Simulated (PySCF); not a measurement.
# Spinor energies of Er(60+) (erbium, charge +60)

Start: [He] 2s2 2p4; 2p1/2 filled at m_j = -1/2, +1/2; 2p3/2 filled at m_j = +1/2, +3/2. Calculated with PySCF 2.14 in an uncontracted even-tempered set (17 s from 42 bohr⁻², ratio 2.4; 13 p from 55 bohr⁻², ratio 2.4; 5 d from 190 bohr⁻², ratio 2.6; 4 f from 280 bohr⁻², ratio 2.6): generalised Hartree-Fock with the X2C-1e Hamiltonian and a Gaussian nucleus; one run each with spin-orbit coupling (SO) switched off, then screened by Boettger's factors.

| spinor shell | electrons | ε, spin-free (eV) | ε, screened SO (eV) | weight of nominal j (screened SO) | rms radius, screened SO (bohr) |
| --- | --- | --- | --- | --- | --- |
| 1s1/2 | 2 | -63425.2 | -63394.2 | 1.000 | 0.0231 |
| 2s1/2 | 2 | -14861.2 | -14852.0 | 1.000 | 0.0908 |
| 2p1/2 | 2 | -13855.1 | -14523.3 | 1.000 | 0.0771 |
| 2p3/2 | 2 | -13855.1 | -13561.9 | 1.000 | 0.0832 |

```
   quantity    spin-free  screened SO
E (hartree)  -8193.19453  -8222.35949
        M_J            2            2
       ⟨J²⟩        6.000        6.000
       ⟨L²⟩        2.000        3.277
       ⟨S²⟩        2.000        1.379
```

Each row is a mean over spinors that exchange with the open shell spreads, by up to 79.857 eV (2s1/2).

Breit and QED terms are absent; they matter most for the inner s and p1/2 levels.

Densities and radii are taken from the X2C orbitals without a picture-change correction, which distorts them close to the nucleus.

Without spin-orbit coupling the j labels of p, d and f shells carry no meaning; the spin-free column gives the mean over the occupied spinors of each nl shell.
